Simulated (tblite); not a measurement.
Compound: H13NSi5.
Atom-mapped SMILES: `[NH2:1][SiH2:2][Si@@H:3]([SiH3:4])[SiH2:5][SiH3:6]` (hydrogens: H7, H8 on N1; H9, H10 on Si2; H11 on Si3; H12, H13, H14 on Si4; H15, H16 on Si5; H17, H18, H19 on Si6)

Structure optimised with GFN2-xTB, isolated species.

Q: Give the optimised bond lengths and angles.

A: 
| bond | length (Å) |
| --- | --- |
| N1–Si2 | 1.727 |
| Si2–Si3 | 2.320 |
| Si3–Si4 | 2.327 |
| Si3–Si5 | 2.341 |
| Si5–Si6 | 2.313 |
| N1–H7, N1–H8 | 1.007 |
| Si2–H9 | 1.477 |
| Si2–H10 | 1.466 |
| Si3–H11 | 1.487 |
| Si4–H12, Si4–H13, Si4–H14 | 1.466 |
| Si5–H15 | 1.474 |
| Si5–H16 | 1.479 |
| Si6–H17, Si6–H18, Si6–H19 | 1.466 |

Bonds in one row agree within 0.01 Å and their mean is given. A selection of angles:
| angle | degrees |
| --- | --- |
| Si2–N1–H7 | 118.8 |
| H7–N1–H8 | 109.1 |
| N1–Si2–Si3 | 102.9 |
| N1–Si2–H9 | 113.7 |
| N1–Si2–H10 | 103.0 |
| Si3–Si2–H9 | 114.4 |
| Si3–Si2–H10 | 117.1 |
| H9–Si2–H10 | 105.3 |
| Si2–Si3–Si4 | 113.3 |
| Si2–Si3–Si5 | 112.0 |
| Si2–Si3–H11 | 105.7 |
| Si4–Si3–Si5 | 113.9 |
| Si4–Si3–H11 | 106.4 |
| Si5–Si3–H11 | 104.6 |
| Si3–Si4–H12 | 113.1 |
| Si3–Si4–H13 | 111.1 |
| H12–Si4–H13 | 106.1 |
| Si3–Si5–Si6 | 118.0 |
| Si3–Si5–H15 | 110.4 |
| Si3–Si5–H16 | 107.7 |
| Si6–Si5–H15 | 109.1 |
| Si6–Si5–H16 | 108.3 |
| H15–Si5–H16 | 102.2 |
| Si5–Si6–H17 | 111.4 |
| Si5–Si6–H19 | 115.4 |
| H17–Si6–H18 | 106.5 |
| H17–Si6–H19 | 106.1 |

Torsions: N1–Si2–Si3–Si4 -66° (synclinal); Si2–Si3–Si5–Si6 77° (synclinal).

Si6 (SiH3 silicon) is distorted tetrahedral (angles from 105.9° to 115.4°). Si3 (SiH silicon) is distorted tetrahedral (angles from 104.6° to 113.9°). The Si–Si distances run from 2.313 Å (Si5–Si6, drawn single) to 2.341 Å (Si3–Si5, drawn single), a spread of 0.028 Å. Si4 (SiH3 silicon) is distorted tetrahedral (angles from 105.9° to 113.7°). N1 (silicon-bound nitrogen) is pyramidal (angles 118.9°, 118.8° and 109.1°, sum 346.8°, 0.25 Å off the plane of its three neighbours). Si5 (SiH2 silicon) is distorted tetrahedral (angles from 102.2° to 118.0°). Si2 (SiH2 silicon) is distorted tetrahedral (angles from 102.9° to 117.1°).

Point group: C1 (no symmetry element, even within 0.4 Å). Its lowest GFN2-xTB frequency is 8 cm⁻¹, too small to tell a flat minimum from a shallow saddle. The numbers are those of one conformer (H–N1–Si2–Si3 171° and -53°, N1–Si2–Si3–Si4 -66°, Si2–Si3–Si5–Si6 77°). 3 starts were optimised and ended at 0.00, 1.00 and 1.81 kcal/mol (GFN2-xTB); the lowest of these is shown.

All values are computed, not measured.
